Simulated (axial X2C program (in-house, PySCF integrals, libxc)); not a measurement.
# Low determinants of CuTe at the PBE0 level, with spin–orbit coupling

Calculated with an axial X2C code built on PySCF integrals. Two-component (2c) means X2C with spin–orbit coupling and atomic mean-field two-electron Coulomb and Gaunt terms. Basis: Te dyall-cv3z [11s12p8d4f1g], Cu dyall-cv3z [9s9p6d3f2g] (cores contracted in-house); Gaussian nuclei, density fitting, unrestricted open shells. Masses: Te 129.906 u, Cu 62.930 u.

Search at 2.365 Å (vertical energies from the lowest determinant):

```
ΔE (eV)    state  electrons beyond evenly filled partner blocks  electrons in ±ω = 1/2, 3/2, 5/2, 7/2
   0.00  Ω = 3/2                                        ω = 3/2                             52 23 6 0
   0.42  Ω = 1/2                                        ω = 1/2                             51 24 6 0
   2.03  Ω = 1/2                          2 × ω = -1/2, ω = 3/2                             52 23 6 0
   2.29  Ω = 1/2                                        ω = 1/2                             53 22 6 0
   2.38  Ω = 5/2                           2 × ω = 1/2, ω = 3/2                             52 23 6 0
   2.99  Ω = 5/2                                        ω = 5/2                             52 24 5 0
   3.20  Ω = 7/2                           ω = 1/2, 2 × ω = 3/2                             53 22 6 0
```

Lowest determinant, Ω = 3/2 (⟨Sz⟩ = 0.50, ⟨Lz⟩ = 1.00 at PBE0): Re = 2.360 Å, ωe = 250.9 cm⁻¹.

The determinant in row 2 of the search, Ω = 1/2 (⟨Sz⟩ = -0.47, ⟨Lz⟩ = 0.97 at PBE0), was followed along the bond at PBE0; measured from the minimum of the lowest determinant it gives:

Te = 0.423 eV (3408 cm⁻¹), Re = 2.353 Å, ωe = 253.2 cm⁻¹.

Q: Compare the bond of the determinant in row 2 with that of the lowest one.

A: At PBE0 its Re is 0.007 Å shorter and its force constant, which goes as ωe², is 1.02 times that of the lowest determinant. T0 ≈ Te + Δωe/2 = 3408 + (1) = 3409 cm⁻¹.

The search compares states at one distance, so a state with another bond length can lie lower; it is not exhaustive and yields mostly the lowest determinant of each block pattern, so other components and higher states of one pattern are missing. These are energies of single determinants, not of spin-adapted states; PBE0 term energies can be off by some tenths of an eV, and the functional has no current term.
